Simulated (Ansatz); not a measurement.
`[F][Ge]([F])[F]`, charge 0, multiplicity 2.

(1) Give a relaxed structure at PBE0-D4/def2-TZVP (Ansatz). (Estimate.)

Answers

(1) The calculation gave: 
Z-matrix (Å, degrees):
```
Ge
F 1 1.721
F 1 1.721 2 106.5
F 1 1.721 2 106.5 3 -113.4
```
Point group C3v.
